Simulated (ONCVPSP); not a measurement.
## What one change does to a pseudopotential (iridium (Ir), ONCV)

Ir (Z = 77), optimised norm-conserving Vanderbilt (ONCV), made with ONCVPSP 4.0.1 (LDA (Perdew-Wang 92), scalar-relativistic). Core [Kr] 4d10 4f14, reference 5s2 5p6 5d7 6s2. Waves: 5s+6s: rc 1.90 bohr, ncon 4, nbas 7, qcut 7.3 1/bohr, 3 projectors, debl 1.9 Ha; 5p: rc 1.10 bohr, ncon 4, nbas 7, qcut 6.8 1/bohr, 2 projectors, debl 3.5 Ha; 5d: rc 1.65 bohr, ncon 5, nbas 9, qcut 6.3 1/bohr, 2 projectors, debl 2.2 Ha. Local part: polynomial inside 1.10 bohr (lpopt 3, dvloc0 0 Ha). Core correction: Teter function, fcfact 1.75, rcfact 1.15.

All-electron outer shells of the reference configuration (LDA (PZ), scalar-relativistic, ld1.x):

```json
{"shell": "5s", "level (eV)": "-98.30", "outermost node (bohr)": "0.50", "outermost maximum (bohr)": "0.89"}
{"shell": "4f", "level (eV)": "-62.55", "outermost node (bohr)": "–", "outermost maximum (bohr)": "0.39"}
{"shell": "5p", "level (eV)": "-54.92", "outermost node (bohr)": "0.54", "outermost maximum (bohr)": "1.01"}
{"shell": "5d", "level (eV)": "-7.36", "outermost node (bohr)": "0.59", "outermost maximum (bohr)": "1.31"}
{"shell": "6s", "level (eV)": "-6.59", "outermost node (bohr)": "1.17", "outermost maximum (bohr)": "2.38"}
```

Change: s: qcut 9.8.

Cutoffs: the cutoffs (Ha) at which the residual kinetic energy of the hardest occupied pseudo-wave falls to 1 and 0.1 mHa per electron; they do not see the model core or the augmentation charge, which bear on the density cutoff. Errors are all-electron minus pseudo energies relative to the spin-unpolarised reference configuration.

Q: What does the change do?

A: The potential gets neither clearly harder nor softer (104 Ha and 124 Ha → 104 Ha and 124 Ha); the p channel sets the loose cutoff, while the largest relative change is in s, which becomes harder; of the 4 tests that both files solve, the error grows in 0 and shrinks in 4 by more than 15 % and 0.3 meV (median size 12.5 → 9.4 meV); neither file shows a bound ghost.

| quantity | base | changed |
| --- | --- | --- |
| cutoff, loose | 104 Ha | 104 Ha |
| cutoff, tight | 124 Ha | 124 Ha |
| loose cutoff by channel | s 16 Ha, p 104 Ha, d 17 Ha | s 23 Ha, p 104 Ha, d 17 Ha |
| bound ghosts | none | none |
| GHOST(+) flags under 300 eV | none | none |
| error for 5s2 5p6 5d7 6s1, meV [ΔE 10.18 eV] | -4.9 | -4.1 |
| error for 5s2 5p6 5d7 6s0, meV [ΔE 28.02 eV] | -18 | -13 |
| error for 5s2 5p6 5d6 6s0, meV [ΔE 58.86 eV] | -24 | -20 |
| error for 5s2 5p6 5d8 6s1, meV [ΔE -0.28 eV] | -7.1 | -5.5 |
| s: phases at 1.93 bohr within 0.05 rad from the reference energy up to (Ha; the scan ends near 5) | to the end of the scan | to the end of the scan |
| p: phases at 1.12 bohr within 0.05 rad from the reference energy up to (Ha; the scan ends near 5) | to the end of the scan | to the end of the scan |
| d: phases at 1.68 bohr within 0.05 rad from the reference energy up to (Ha; the scan ends near 5) | to the end of the scan | to the end of the scan |
| rms error of d²Exc/dni dnj with the model core, mHa | 4.86 | 4.60 |
